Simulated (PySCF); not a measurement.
A structure optimised at PBE-D3(BJ)/def2-SVP, used in a PySCF frequency run:

```xyz
8

Ti    -0.5708    -0.3842     0.2644
I      1.4282     0.9227    -0.6955
S     -0.1225    -1.3780     2.2440
H      0.3119    -0.1592     2.6977
S     -1.1966    -2.0751    -1.1146
H     -2.4810    -1.8409    -0.7059
S     -2.3534     0.9561     0.7198
H     -2.2109     1.4983    -0.5311
```
Charge 0, spin multiplicity 1.

Problem. Write its SMILES and formula.

Solution. [SH][Ti]([SH])([SH])[I], H3IS3Ti

Problem. What are its rotational constants (standard atomic weights)?

Solution. 1.1494, 0.55195, 0.54216 GHz
